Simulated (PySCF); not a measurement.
## Ta⁻ (tantalum, charge -1) across methods

[Xe] 4f14 5d4 6s2, high-spin 5D determinant. Computed with PySCF 2.14 in aug-cc-pVTZ-PP with ECP60MDF, with a scalar-relativistic core potential.

| method | E (hartree) | mean ε 6s α (eV) | mean ε 6s β (eV) | mean ε 5d α (eV) | Σ⟨r²⟩ (bohr²) | ⟨S²⟩ |
| --- | --- | --- | --- | --- | --- | --- |
| TPSS | -57.3099 | -0.569 | 0.864 | 1.716 | 92.11 | 6.041 |
| PBE0 | -57.2965 | -0.994 | 0.416 | 0.890 | 90.26 | 6.047 |
| TPSSh | -57.2952 | -0.760 | 0.713 | 1.395 | 91.11 | 6.044 |
| HSE06 | -57.2977 | -0.629 | 0.718 | 1.278 | 90.29 | 6.041 |
| r2SCAN | -57.3368 | -0.809 | 0.749 | 1.470 | 93.13 | 6.111 |
| UHF | -56.72991 | -3.147 | 0.139 | -2.675 | 115.5 | 6.427 |
| LDA | -57.1854 | -0.644 | 0.540 | 1.675 | 91.86 | 6.029 |
| LC-wPBE | -57.2977 | -2.686 | -0.862 | -1.321 | 88.76 | 6.076 |
| PBE | -57.3410 | -0.501 | 0.760 | 1.716 | 92.64 | 6.033 |

Energies and moments cover only the electrons outside the core potential. Spin-orbit coupling, absent here, splits the open shell strongly. ⟨S²⟩ = 6.08 against 6.00 shows spin contamination.

The highest occupied level is positive at TPSS, PBE0, TPSSh, HSE06, r2SCAN, UHF, LDA, PBE: only the finite basis holds that electron, at UHF too, so the state is unbound at these levels.
